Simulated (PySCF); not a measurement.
Spin states of IF

Unrestricted PBE0; basis I def2-TZVPP with ECP28, F def2-TZVPP; scalar-relativistic core potentials; PySCF 2.14. Outer shells of the fragments: I 4d10 5s2 5p5; F 2s2 2p5.

Followed along the bond (rough minima from three points):

| 2Ms+1 | unpaired | ⟨S²⟩ at the start | R at minimum (Å) | Te (eV) |
| --- | --- | --- | --- | --- |
| 1 | none | 0.00 | 1.91 | 0.00 |
| 3 | σ ↑, π ↑ | 2.01 | none in the scan | ≤ 1.67 |

Solutions found at the starting distance of 1.925 Å, counted from the lowest of them; the search is not exhaustive and high or unbound solutions are not listed, so other states can lie among these:

```
2Ms+1  unpaired   term  E (eV)  ⟨S²⟩  ⟨Lz²⟩  μ (D)
    1      none    ¹Σ⁺    0.00  0.00   0.00  -2.00
    3  σ ↑, π ↑     ³Π    1.96  2.01   1.01  -1.99
    1  σ ↑, π ↓  mixed    2.29  1.01   1.01  -1.90
    3      π ↑↑    ³Σ⁻    5.04  2.01   0.00  -1.73
    1      π ↑↓  mixed    5.35  1.01   2.02  -1.67
    1      none  mixed    6.32  0.00   2.01  -1.45
    3      σ ↑↑    ³Σ⁺    6.52  2.00   0.00   1.02
```

A term symbol is given only where ⟨S²⟩ and ⟨Lz²⟩ are close to those of a pure state; real π, δ and φ orbitals otherwise mix terms. A positive dipole means I(−)F(+).

The measured ground state is X ¹Σ+ (Huber and Herzberg, Constants of Diatomic Molecules (1979)).

Spin–orbit coupling is left out. Counting both spins, an empty level lies below a filled one in some of these solutions, because spin and occupation are held.
